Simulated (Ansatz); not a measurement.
One change: `C[CH](C)[GeH]` becomes `CC(C)[Si]Cl`.

Ansatz, PBE0-D4/def2-TZVP geometries, multiplicity 1. Each molecule was computed in one conformer, which needn't be the lowest.

Scalar relativity is left out up to krypton.

| property | `C[CH](C)[GeH]` |
| --- | --- |
| size of the dipole moment (ωB97M-V/def2-TZVPP) / D | 0.90 |
| HOMO–LUMO gap (PBE/def2-TZVPP) / eV | 1.78 |
| ideal-gas entropy at 298 K and 1 bar (rigid rotor, harmonic PBE0-D4/def2-TZVP) / J/(mol·K) | 341 |
| HOMO energy (PBE/def2-TZVPP) / eV | -5.14 |
| LUMO energy (PBE/def2-TZVPP) / eV | -3.36 |
| HOMO–LUMO gap (ωB97M-V/def2-TZVPP) / eV | 7.71 |

**Question.** What does the change do to each property? (Best estimate.)

**Answer.** Computed: 
```json
{"property": "size of the dipole moment (ωB97M-V/def2-TZVPP) / D", "`CC(C)[Si]Cl`": "1.88", "shift": "0.98"}
{"property": "HOMO–LUMO gap (PBE/def2-TZVPP) / eV", "`CC(C)[Si]Cl`": "2.12", "shift": "0.34"}
{"property": "ideal-gas entropy at 298 K and 1 bar (rigid rotor, harmonic PBE0-D4/def2-TZVP) / J/(mol·K)", "`CC(C)[Si]Cl`": "359", "shift": "18"}
{"property": "HOMO energy (PBE/def2-TZVPP) / eV", "`CC(C)[Si]Cl`": "-5.36", "shift": "-0.22"}
{"property": "LUMO energy (PBE/def2-TZVPP) / eV", "`CC(C)[Si]Cl`": "-3.24", "shift": "0.12"}
{"property": "HOMO–LUMO gap (ωB97M-V/def2-TZVPP) / eV", "`CC(C)[Si]Cl`": "8.05", "shift": "0.34"}
```

With PBE0 the HOMO falls by 0.27 eV and the LUMO rises by 0.07 eV, so the gap widens by about 0.34 eV. PBE moves the HOMO by -0.22 eV and ωB97M-V by -0.25 eV. Dipoles are sizes alone; their direction can turn. Modes under 60 cm⁻¹, often nearly free rotors, make the harmonic entropy too high.
